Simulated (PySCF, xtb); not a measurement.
CH12N2Si3, SMILES N[SiH](N)C[SiH2][SiH3]. One conformer was computed; it need not be the lowest.

Harmonic wavenumbers (cm⁻¹) from xtb with GFN2-xTB at its own minimum, in rising order: 20, 36, 58, 105, 138, 144, 157, 219, 232, 261, 370, 437, 464, 469, 480, 523, 558, 607, 629, 681, 697, 721, 786, 794, 800, 819, 826, 826, 836, 870, 923, 1027, 1142, 1472, 1526, 1530, 2116, 2154, 2200, 2209, 2236, 2243, 2957, 2973, 3467, 3489, 3507, 3525.

What does PySCF with PBE0-D3(BJ)/def2-SVP give at its own minimum? (An estimate is asked for; the answer gives what the named calculation found.)

34, 62, 109, 140, 158, 204, 241, 256, 285, 328, 354, 365, 418, 423, 488, 531, 621, 634, 711, 732, 748, 784, 823, 827, 867, 886, 900, 928, 937, 944, 951, 1013, 1062, 1369, 1532, 1539, 2174, 2189, 2202, 2214, 2223, 2227, 3065, 3135, 3615, 3620, 3719, 3726. Paired by order, the mean absolute difference is 60 cm⁻¹ and the zero-point energies are 79.0 and 81.9 kcal/mol.
